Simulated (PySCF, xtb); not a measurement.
C₂H₅FOSi₂, SMILES O=C1C[SiH2][Si@@H]1F.

GFN2-xTB (xtb) at its own geometry gives an orbital gap of 2.39 eV and a dipole moment of 3.63 D.

Geometry: B3LYP-D3(BJ)/def2-SVP. The structure was generated by enumeration; whether it is a known compound was not checked.

**Question.** What does PBE/def2-TZVP (PySCF) give? (Estimate from the structure and the level; the computed values follow.)

**Answer.** gap 2.40 eV (levels -5.54 and -3.14 eV), dipole 2.31 D.
